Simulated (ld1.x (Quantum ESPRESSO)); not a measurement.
**Scattering properties, PAW potential for Cd**

ld1.x (Quantum ESPRESSO) 7.5 input, shortened:

```
&input
   title='Cd', zed=48., rel=2, dft='PBE', iswitch=3,
   config='[Kr] 4d10 4f-2 5s2 5p0', rel_dist='average'
 /
 &inputp
   pseudotype=3, lpaw=.true., tm=.true., lloc=-1, rcloc=1.65,
   nlcc=.true., rcore=0.90,
   which_augfun='BG', rmatch_augfun=1.40
 /
8
4S  1  0   2.00   0.00  1.45  1.65  0.0
5S  2  0   2.00   0.00  1.45  1.65  0.0
4P  2  1   6.00   0.00  1.60  1.70  0.0
5P  3  1   0.00   0.00  1.60  1.70  0.0
4D  3  2  10.00   0.00  1.50  1.85  0.0
4D  3  2   0.00   1.50  1.50  1.85  0.0
4F  4  3  -2.00   0.05  1.45  1.65  0.0
4F  4  3  -2.00   0.85  1.45  1.65  0.0
 &test
   configts(1)='4s2 4p6 4d10 5s2 5p0'
 /
```

Open shells are filled in proportion to 2j + 1 (rel_dist='average').

The phase is arctan(r·u′/u) with u = r·R(r), unwrapped; energies in Ry, scanned from -10 to 5 Ry. A pole is an energy at which the radial function vanishes at the test radius. The pseudo phase is shifted by a multiple of π to meet the all-electron one at the reference energy, and phase errors are pseudo minus all-electron; the curves can meet again beyond the range given. Levels narrower than the energy grid can be missing from the lists of poles.

Task: For each channel, where are the poles, and over which energies does the pseudopotential scatter like the atom?

Result:

```csv
channel,radius (bohr),reference energy (Ry),"poles, all-electron","poles, pseudo",unbroken range about the reference energy with phases within 0.05 rad,phase error 1 Ry above the reference energy (rad)
s,2.01,-0.42,-7.70,-7.70,the whole range,+0.001
p1/2,2.01,-0.10,-5.06,"-5.06, 4.07",below 1.1,-0.027
p3/2,2.01,-0.08,-4.60,"-4.60, 3.85",below 1.1,-0.026
d3/2,2.01,-0.89,-0.26,-0.26,below 3.6,-0.000
d5/2,2.01,-0.84,-0.18,-0.18,below 3.7,-0.000
f5/2,2.01,0.05,4.70,4.74,the whole range,+0.000
f7/2,2.01,0.05,4.70,4.73,the whole range,+0.000
```

The ghost test of this file was not conclusive.

Phases in the f5/2 channel:

```json
{"E (Ry)": "-10.00", "all-electron": "1.425", "pseudo": "1.425"}
{"E (Ry)": "-9.76", "all-electron": "1.424", "pseudo": "1.424"}
{"E (Ry)": "-9.52", "all-electron": "1.422", "pseudo": "1.422"}
{"E (Ry)": "-9.28", "all-electron": "1.421", "pseudo": "1.421"}
{"E (Ry)": "-9.04", "all-electron": "1.419", "pseudo": "1.419"}
{"E (Ry)": "-8.80", "all-electron": "1.417", "pseudo": "1.417"}
{"E (Ry)": "-8.56", "all-electron": "1.415", "pseudo": "1.416"}
{"E (Ry)": "-8.32", "all-electron": "1.414", "pseudo": "1.414"}
{"E (Ry)": "-8.08", "all-electron": "1.412", "pseudo": "1.412"}
{"E (Ry)": "-7.84", "all-electron": "1.410", "pseudo": "1.410"}
{"E (Ry)": "-7.60", "all-electron": "1.408", "pseudo": "1.408"}
{"E (Ry)": "-7.36", "all-electron": "1.406", "pseudo": "1.406"}
{"E (Ry)": "-7.12", "all-electron": "1.403", "pseudo": "1.403"}
{"E (Ry)": "-6.88", "all-electron": "1.401", "pseudo": "1.401"}
{"E (Ry)": "-6.64", "all-electron": "1.399", "pseudo": "1.399"}
{"E (Ry)": "-6.40", "all-electron": "1.396", "pseudo": "1.396"}
{"E (Ry)": "-6.16", "all-electron": "1.394", "pseudo": "1.394"}
{"E (Ry)": "-5.92", "all-electron": "1.391", "pseudo": "1.391"}
{"E (Ry)": "-5.68", "all-electron": "1.388", "pseudo": "1.388"}
{"E (Ry)": "-5.44", "all-electron": "1.385", "pseudo": "1.385"}
{"E (Ry)": "-5.20", "all-electron": "1.382", "pseudo": "1.382"}
{"E (Ry)": "-4.96", "all-electron": "1.379", "pseudo": "1.379"}
{"E (Ry)": "-4.72", "all-electron": "1.375", "pseudo": "1.375"}
{"E (Ry)": "-4.48", "all-electron": "1.371", "pseudo": "1.371"}
{"E (Ry)": "-4.24", "all-electron": "1.367", "pseudo": "1.368"}
{"E (Ry)": "-4.00", "all-electron": "1.363", "pseudo": "1.363"}
{"E (Ry)": "-3.76", "all-electron": "1.359", "pseudo": "1.359"}
{"E (Ry)": "-3.52", "all-electron": "1.354", "pseudo": "1.354"}
{"E (Ry)": "-3.28", "all-electron": "1.349", "pseudo": "1.349"}
{"E (Ry)": "-3.04", "all-electron": "1.344", "pseudo": "1.344"}
{"E (Ry)": "-2.80", "all-electron": "1.338", "pseudo": "1.338"}
{"E (Ry)": "-2.56", "all-electron": "1.332", "pseudo": "1.332"}
{"E (Ry)": "-2.32", "all-electron": "1.325", "pseudo": "1.325"}
{"E (Ry)": "-2.08", "all-electron": "1.318", "pseudo": "1.318"}
{"E (Ry)": "-1.84", "all-electron": "1.310", "pseudo": "1.310"}
{"E (Ry)": "-1.60", "all-electron": "1.301", "pseudo": "1.301"}
{"E (Ry)": "-1.36", "all-electron": "1.292", "pseudo": "1.292"}
{"E (Ry)": "-1.12", "all-electron": "1.281", "pseudo": "1.281"}
{"E (Ry)": "-0.88", "all-electron": "1.269", "pseudo": "1.269"}
{"E (Ry)": "-0.64", "all-electron": "1.255", "pseudo": "1.255"}
{"E (Ry)": "-0.40", "all-electron": "1.240", "pseudo": "1.240"}
{"E (Ry)": "-0.16", "all-electron": "1.222", "pseudo": "1.222"}
{"E (Ry)": "0.08", "all-electron": "1.201", "pseudo": "1.201"}
{"E (Ry)": "0.32", "all-electron": "1.177", "pseudo": "1.177"}
{"E (Ry)": "0.56", "all-electron": "1.147", "pseudo": "1.147"}
{"E (Ry)": "0.80", "all-electron": "1.111", "pseudo": "1.111"}
{"E (Ry)": "1.04", "all-electron": "1.065", "pseudo": "1.065"}
{"E (Ry)": "1.28", "all-electron": "1.004", "pseudo": "1.004"}
{"E (Ry)": "1.52", "all-electron": "0.923", "pseudo": "0.923"}
{"E (Ry)": "1.76", "all-electron": "0.808", "pseudo": "0.808"}
{"E (Ry)": "2.00", "all-electron": "0.636", "pseudo": "0.637"}
{"E (Ry)": "2.24", "all-electron": "0.374", "pseudo": "0.376"}
{"E (Ry)": "2.48", "all-electron": "-0.005", "pseudo": "-0.001"}
{"E (Ry)": "2.72", "all-electron": "-0.442", "pseudo": "-0.435"}
{"E (Ry)": "2.96", "all-electron": "-0.803", "pseudo": "-0.797"}
{"E (Ry)": "3.20", "all-electron": "-1.050", "pseudo": "-1.044"}
{"E (Ry)": "3.44", "all-electron": "-1.213", "pseudo": "-1.207"}
{"E (Ry)": "3.68", "all-electron": "-1.325", "pseudo": "-1.319"}
{"E (Ry)": "3.92", "all-electron": "-1.406", "pseudo": "-1.401"}
{"E (Ry)": "4.16", "all-electron": "-1.469", "pseudo": "-1.463"}
{"E (Ry)": "4.40", "all-electron": "-1.519", "pseudo": "-1.513"}
{"E (Ry)": "4.64", "all-electron": "-1.562", "pseudo": "-1.555"}
{"E (Ry)": "4.88", "all-electron": "-1.599", "pseudo": "-1.591"}
```
